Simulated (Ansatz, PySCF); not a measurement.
The pair A = C2H4 (SMILES C=C) (first 6 atoms), B = HBr (SMILES Br); geometry from B3LYP-D3(BJ)/def2-TZVP.
(charge 0, multiplicity 1):
```xyz
8

C     -0.1451    -0.5912     0.3237
C      0.1386     0.6887     0.1154
H      0.6302    -1.3467     0.3618
H     -1.1637    -0.9331     0.4615
H     -0.6367     1.4440     0.0745
H      1.1569     1.0305    -0.0252
Br     0.3259     0.5915     3.9581
H      0.2010     0.3847     2.5421
```

Cores are frozen in the correlated methods. Filled d and f shells under p-block atoms count as core. CBS: X⁻³ extrapolation of the correlation energy, Hartree–Fock from the larger set. MP2 and its Hartree–Fock in aug-cc-pVTZ are density fitted.

Codes used: Ansatz (a program for electronic structure) with Gaussian orbitals; PySCF for the dispersion terms. Values without a source in brackets are computed.

The monomers are drawn apart, rigid, along the line of their centres of mass. Counterpoise-corrected interaction energies (kcal/mol):

| level | R = 4.753 Å | R = 5.732 Å |
|---|---|---|
| PBE/def2-TZVPPD | -1.2247 | -0.4315 |
| PBE-D3(BJ)/def2-TZVPPD | -1.6555 | -0.5766 |
| wB97M-V/def2-TZVPPD | -1.3747 | -0.5240 |
| MP2/CBS(aug-cc-pVDZ, aug-cc-pVTZ) + ΔCCSD(T)/aug-cc-pVDZ | -1.3811 | -0.5146 |

Question: R is the distance of the centres of mass. Find the local exponent m of E ∝ R⁻ᵐ between the two points.

Answer: 
m = ln(E₁/E₂)/ln(R₂/R₁): PBE/def2-TZVPPD 5.6; PBE-D3(BJ)/def2-TZVPPD 5.6; wB97M-V/def2-TZVPPD 5.2; MP2/CBS(aug-cc-pVDZ, aug-cc-pVTZ) + ΔCCSD(T)/aug-cc-pVDZ 5.3. For scale, two fixed dipoles give m = 3, dipole and quadrupole 4, quadrupoles 5, and dispersion or dipole-induced dipole 6 at long range; at these distances several terms mix, and what is left of overlap and damping shifts m, so it need not match one of them.
